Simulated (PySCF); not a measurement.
C2H4FIn. Atoms are numbered in the order given.

```xyz
8

In     0.2766    -0.3336     0.0000
H      1.9066    -0.8867     0.0000
F     -1.0125    -1.8382     0.0000
C     -0.7312     1.5569     0.0000
C     -0.0857     2.7313     0.0000
H     -1.8279     1.5504     0.0000
H     -0.6239     3.6884     0.0000
H      1.0079     2.8084     0.0000
```
Charge 0, spin multiplicity 1.

The structure is a stationary point at B3LYP-D3(BJ)/def2-SVP. The def2 effective core potentials stand for the cores of In; spin–orbit coupling is left out. Other conformers were not sampled.

Level of theory: B3LYP/def2-TZVP (PySCF).

Atomic charges (e):

| atom | Löwdin | Mulliken |
|---|---|---|
| In1 | 0.54 | 0.80 |
| H2 | -0.08 | -0.09 |
| F3 | -0.30 | -0.52 |
| C4 | -0.34 | -0.34 |
| C5 | -0.21 | -0.23 |
| H6 | 0.14 | 0.14 |
| H7 | 0.12 | 0.12 |
| H8 | 0.12 | 0.12 |
